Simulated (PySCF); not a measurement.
# Polarisability and C₆ of Se (selenium, neutral)

[Ar] 3d10 4s2 4p4, high-spin 3P determinant. Computed with PySCF 2.14 in aug-cc-pVQZ-PP with one added diffuse shell each of s, p, d, f, g type with ECP10MDF (8s7p6d4f3g, 114 functions), with scalar relativity through the core potential. Coupled (time-dependent) response in atomic units; α is the mean over directions.

| method | mean α (bohr³) | α xx, yy, zz | C₆ (like pair) | S(−4) |
| --- | --- | --- | --- | --- |
| UHF | 25.22 | 23.57, 28.51, 23.57 | 207.7 | 169.3 |
| PBE | 28.27 | 26.03, 32.76, 26.03 | 236.6 | 247.6 |
| PBE0 | 26.79 | 24.83, 30.72, 24.83 | 222.5 | 207.0 |

S(−4) is the Cauchy moment in α(ω) = α(0) + S(−4) ω² + …

Reference α: 28.9 ± 1 bohr³ (recommended; Schwerdtfeger and Nagle, table of static dipole polarizabilities (2023 update)). Published C₆: 210.0 (Chu and Dalgarno (2004); Tang, Norbeck and Certain (1976)).

Spin-orbit coupling is absent.

α(iu) at UHF:

```csv
u (hartree),α(iu) (bohr³)
0,25.22
0.0500,24.80
0.100,23.67
0.200,20.23
0.300,16.58
0.500,10.93
0.750,6.824
1.00,4.578
1.50,2.451
2.00,1.537
3.00,0.7886
5.00,0.3373
```

A single London oscillator, α(iu) = α/(1 + u²/ω²), gives C₆ = (3/4) ω α². Matching the computed C₆ needs ω = 4 × 207.7 / (3 × 25.22²) = 0.435 hartree.

The components differ because the open shell of this determinant is not spherical; for a pure term their mean is the scalar polarisability.

Energies and moments cover only the electrons outside the core potential.
